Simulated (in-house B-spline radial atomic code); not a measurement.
Sb. Computed with a B-spline radial atomic code. Model: non-relativistic spherical atom: semilocal Troullier-Martins pseudo-atom, one channel per l, against all electrons, high spin, G0W0 and RPA with empty states to l = 8, local potential for every l without a channel, a model core (radius 0 = none) keeps its share of the functional.

Without relativity these are model numbers for so heavy an element.

What the tables leave out is listed at the end.

The pseudopotential gives back the lowest level of each angular momentum of its own functional in the configuration it was made in; a second state of the same l is only approximately right. Exact exchange, RPA and GW see the smooth pseudo-orbitals and miss the exchange with the core, for which the functional's share stands in. The column with an uncorrelated core keeps all orbitals and exact exchange, and so separates missing core correlation from pseudisation. Only the three outermost levels and the lowest empty one were computed. RPA here is direct RPA, with no exchange kernel, and its energies carry an (l + 1/2)⁻⁴ tail. A hybrid on a potential with a model core restores only its own semilocal share of the core's exchange.

Command:
```bash
python run_psgw.py task.json out
```
Settings (lengths in bohr, energies in hartree):
```
Z                      51
electrons              51
configuration          [Kr] 4d10 5s2 5p3
generated_in           [Kr] 4d10 5s2 5p3
functional             pbe,pbe
core_shells            7
radius_factor          1.15
core_correction        True
```

Time taken, with all properties: 50 s on 1 thread of Arm Neoverse N1 (shared host).

Given: made with PBE; model core radius 0.534 bohr; local radius 1.103 bohr; mean-field start PBE.

Valence shells of the generating configuration: 4p, 4d, 5s, 5p.

Channel: s 2.271, p 0.897, d 0.968 (radii in bohr).

Computed: largest level miss in the spin-unpolarised generating configuration 0.065 eV; valence RPA correlation energy all-electron orbitals -1.3028 hartree; valence RPA correlation energy pseudo -1.443 hartree; pseudo-atom RPA polarisability 39.058 bohr³.

```json
{"level": "5p up", "occupied": "1", "mean-field all-electron (eV)": "-5.5335", "mean-field pseudo minus all (eV)": "-0.068", "G0W0 all-electron (eV)": "-8.9157", "G0W0 uncorrelated core minus all (eV)": "0.013", "G0W0 pseudo minus all (eV)": "0.011", "exchange self-energy all-electron (eV)": "-14.638", "exchange self-energy pseudo (eV)": "-13.805"}
{"level": "5p down (empty)", "occupied": "0", "mean-field all-electron (eV)": "-3.6126", "mean-field pseudo minus all (eV)": "-0.066", "G0W0 all-electron (eV)": "-1.359", "G0W0 uncorrelated core minus all (eV)": "0.014", "G0W0 pseudo minus all (eV)": "0.067", "exchange self-energy all-electron (eV)": "-4.1799", "exchange self-energy pseudo (eV)": "-3.3007"}
```

Question: What is the all-electron RPA polarisability, core included?

Answer: 39.804 bohr³.

Given: mean-field start PBE0.

Computed: valence RPA correlation energy all-electron orbitals -1.2404 hartree; valence RPA correlation energy pseudo -1.3822 hartree; all-electron RPA polarisability, core included 33.669 bohr³.

```csv
level,occupied,mean-field all-electron (eV),mean-field pseudo minus all (eV),G0W0 all-electron (eV),G0W0 uncorrelated core minus all (eV),G0W0 pseudo minus all (eV),exchange self-energy all-electron (eV),exchange self-energy pseudo (eV)
5p up,1,-6.5875,0.046,-9.1906,0.015,0.109,-14.681,-13.726
5s down,1,-11.48,-0.566,-14.215,-0.016,-1.352,-14.529,-15.689
5p down (empty),0,-2.7105,0.048,-1.1007,0.014,0.108,-3.8437,-3.0064
```

Question: What is the pseudo-atom RPA polarisability?

Answer: 33.892 bohr³.

Among the listed levels the largest G0W0 shift of the pseudo-atom is -1.35 eV, for 5s down on the PBE0 start, while leaving the core uncorrelated moves that level by -0.02 eV. So pseudisation and the lost core exchange, not the missing core correlation, make the error. Not in the tables (levels of low weight, unsolved or above zero; the highest and the empty levels are kept at any weight): on PBE the G0W0 levels 5s down (pseudo minus all -0.97 eV, weights 0.66 and 0.76), 5s up (pseudo minus all -1.23 eV, weights 0.07 and 0.07); on PBE0 the G0W0 levels 5s up (pseudo minus all +1.50 eV, weights 0.24 and 0.08); no Hartree-Fock pseudo-atom is run with a model core.
